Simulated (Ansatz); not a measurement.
A run of Ansatz (development build ahead of 0.2.0) on triplet CoNb at this shape:

```csv
atom,x (Å),y (Å),z (Å)
Co,0.0000,0.0000,0.0000
Nb,0.0000,0.0000,2.5800
```

Its results:

- Converged: yes
- Total energy: -1439.37132 hartree
- Spin squared of the determinant: 4.196
- Stability test: minimum

(1) Which input gives this output? Name the method, the orbitals and the basis set, and write the input.

## Answers

(1) PBE0 (unrestricted) in def2-TZVPP. The basis set brings a core potential for Nb, so the total leaves out those core electrons.

```yaml
crystal:
  periodic: [false, false, false]
  atoms:
    - { symbol: Co, position_ang: [0.0, 0.0, 0.0] }
    - { symbol: Nb, position_ang: [0.0, 0.0, 2.58] }
basis:
  gaussian: { orbitals: def2-TZVPP }
magnetization:
  spin_polarized: true
  initial_magnetization: 2
hamiltonian:
  xc: pbe0
```

Caution: another spin multiplicity may lie lower; the unrestricted determinant is a mixture of spin states.
